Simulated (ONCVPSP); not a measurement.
Reading a pseudo-wave (sulfur (S))

Columns: radius, all-electron u(r) and pseudo u(r) of the 3s shell (level -27.47 eV) of sulfur in the configuration [Ne] 3s2 3p3; BLYP, scalar-relativistic, ONCV scheme, ONCVPSP 4.0.1.

```tsv
r (bohr)	all-electron	pseudo
0.070	0.2025	0.0109
0.140	-0.0446	0.0243
0.210	-0.2825	0.0429
0.280	-0.4061	0.0686
0.350	-0.4187	0.1032
0.420	-0.3497	0.1473
0.490	-0.2303	0.2007
0.560	-0.0855	0.2624
0.630	0.0671	0.3305
0.700	0.2155	0.4029
0.770	0.3523	0.4770
0.840	0.4735	0.5504
0.910	0.5772	0.6207
0.980	0.6629	0.6851
1.050	0.7315	0.7414
1.120	0.7840	0.7877
1.190	0.8218	0.8229
1.260	0.8464	0.8466
1.330	0.8593	0.8593
1.400	0.8621	0.8621
1.470	0.8564	0.8564
1.540	0.8436	0.8436
1.610	0.8250	0.8250
1.680	0.8019	0.8019
1.750	0.7752	0.7752
1.820	0.7459	0.7459
```

Problem. How many radial nodes do the two functions have?

Solution. The all-electron 3s function has n − l − 1 = 2; the pseudo-wave has 0, since the states of the same l below it are removed with the core.

Problem. At about which radius was the pseudo-wave matched?

Solution. 1.40 bohr. The columns agree to 0.0005 from 1.26 bohr on; several derivatives are matched, so the curves merge somewhat inside the radius.

Problem. Is the pseudo-wave norm-conserving?

Solution. Yes: the ONCV scheme keeps the norm inside the radius equal to the all-electron one, which fixes the energy derivative of the logarithmic derivative at the level.
